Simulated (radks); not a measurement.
Values are calculated unless marked as measured or tabulated.
Spherical quantum dot in the effective-mass picture: electrons in a hard-walled sphere of radius 12.8, with a point charge +1 (a donor) at the centre, all in effective atomic units (hartree* = m*/eps^2 hartree, bohr* = eps/m* bohr), one dielectric constant everywhere. Level of theory: non-relativistic Kohn-Sham, PBEsol, spin-polarised, spherical densities (a radial shooting solver with Libxc functionals). Levels are named by radial order and angular momentum (1s, 1p, 1d, 2s, ...), and open shells are averaged over m. Results are scaled to m* = 0.572 and eps = 8.1, for which hartree* = 237.2 meV and bohr* = 0.7494 nm.

N = 6, configuration 1s2 1p(up 3, down 0) 2s(up 1, down 0). This is the lowest configuration that the search found (a dilute case). Occupied levels:

level,occupation,eigenvalue (meV),<r> (nm)
1s up,1,100.34,1.728
2s up,1,109.85,6.276
1s down,1,112.14,4.385
1p up,3,112.27,6.696

Energy (meV): total 158.080, kinetic 190.71, external -403.98, Hartree 556.55, exchange-correlation -185.21.
